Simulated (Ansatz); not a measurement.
A structure relaxed at PBE0-D4/def2-TZVP, charge 0, multiplicity 1:

```xyz
15

C    -0.749   -1.343    0.725
C    -0.822    0.133    0.377
C    -1.287    0.358   -1.050
O     0.408    0.780    0.624
Ga    1.959    0.430   -0.184
O     3.250    1.486    0.435
H    -1.728   -1.820    0.633
H    -0.397   -1.475    1.750
H    -0.060   -1.865    0.051
H    -1.546    0.608    1.052
H    -0.609   -0.130   -1.759
H    -1.316    1.425   -1.277
H    -2.287   -0.055   -1.209
H     2.253   -0.621   -1.279
H     2.930    2.089    1.110
```

(1) Give its formula and SMILES.

(2) Point group (tolerance 0.08 Å, 0.16 Å for H)?

(3) Summarise the bond lengths by kind.

## Answers

(1) C3H9GaO2, `CC(C)[O][GaH][OH]`.

(2) Cs.

(3) 2 × C–C 1.518 Å; 7 × C–H 1.092 to 1.098 Å; 1 × C–O 1.412 Å; 2 × Ga–O 1.779 to 1.783 Å; 1 × Ga–H 1.546 Å; 1 × H–O 0.961 Å.

Program: Ansatz 0.2.0.
